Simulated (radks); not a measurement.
Cd38+, configuration [Ne].

Method: non-relativistic Kohn-Sham, TPSS, spin-polarised, spherical densities, point nucleus; meta-GGA in the generalised Kohn-Sham scheme; relativity is left out, which matters for an element this heavy; computed with a radial shooting solver on a logarithmic mesh with Libxc functionals.

Energy parts (eV):
total: -114366.735
kinetic: 114354.842
electron-nucleus: -239314.171
Hartree: 12742.514
exchange-correlation: -2149.919

Orbitals (lengths in bohr, moments of r in powers of bohr; <r^-3> diverges for s and p1/2):
| orbital | occ. | eigenvalue (eV) | <r^-3> | <r^4> |
|---|---|---|---|---|
| 1s | 2 | -28040.56 | - | 4.549e-06 |
| 2s | 2 | -5945.913 | - | 0.0007450 |
| 2p | 6 | -5723.043 | 3697 | 0.0004831 |

The highest occupied level is 2p at -5723.0 eV. Virial ratio -V/T = 2.00010. The density falls to 0.001 e/bohr^3 at r = 0.49 bohr. Summed over all electrons, <r^2> = 0.1402 bohr^2, which gives a Langevin (diamagnetic) susceptibility term of -0.111 x 10^-6 cm^3/mol. For comparison, the ionisation energy in NIST's Atomic Spectra Database is 5839 eV (semi-empirical). In exact Kohn-Sham theory the highest level is minus the ionisation energy, but local and semilocal functionals leave it too shallow, through self-interaction and a potential that decays too fast; potentials with the right tail come closer.
